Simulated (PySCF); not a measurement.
**Question.** Write Cartesian coordinates for `CCCOC(=O)CCC` (propyl butanoate) as optimised with PBE0-D3(BJ)/def2-SVP.

**Answer.** 
```xyz
23
C7H14O2 angstrom
C     -3.9101    0.0433    0.0116
C     -2.5472    0.7151   -0.0310
C     -1.5552    0.0489    0.9020
O     -0.3042    0.7302    0.9269
C      0.5651    0.4366   -0.0489
O      0.3453   -0.3729   -0.9134
C      1.8185    1.2646    0.0713
C      2.9732    0.7399   -0.7670
C      3.5346   -0.5808   -0.2629
H     -4.6135    0.5255   -0.6828
H     -4.3542    0.0907    1.0190
H     -3.8427   -1.0192   -0.2715
H     -2.6329    1.7788    0.2471
H     -2.1400    0.6816   -1.0539
H     -1.9165    0.0698    1.9408
H     -1.3906   -0.9984    0.6035
H      1.5393    2.2878   -0.2354
H      2.0811    1.3405    1.1389
H      3.7678    1.5032   -0.7847
H      2.6259    0.6210   -1.8056
H      2.7663   -1.3681   -0.2858
H      4.3764   -0.9200   -0.8850
H      3.9010   -0.4915    0.7729
```

Any rigid rotation of these coordinates is as good. Atoms count from 1 in this order. The C–O distances run from 1.205 Å (C5=O6, drawn double) to 1.425 Å (C3–O4, drawn single), a spread of 0.220 Å. Of the pairs four or more bonds apart, O6···H16 is among the closest relative to their van der Waals radii: 2.39 Å, 88 % of the sum of Bondi's values.

Bonds between heavy atoms (Å): C1–C2 1.520, C2–C3 1.516, C3–O4 1.425, O4–C5 1.339, C5=O6 1.205, C5–C7 1.507, C7–C8 1.520, C8–C9 1.521.

Method: PBE0-D3(BJ)/def2-SVP geometry optimisation, gas phase in PySCF 2.14.0.

Point group: C1 (no symmetry element, even within 0.4 Å). Not checked by PBE0-D3(BJ)/def2-SVP frequencies. The numbers are those of one conformer (C1–C2–C3–O4 -176°, C2–C3–O4–C5 -83°, C3–O4–C5–O6 -1°, O4–C5–C7–C8 165°, C5–C7–C8–C9 -69°).
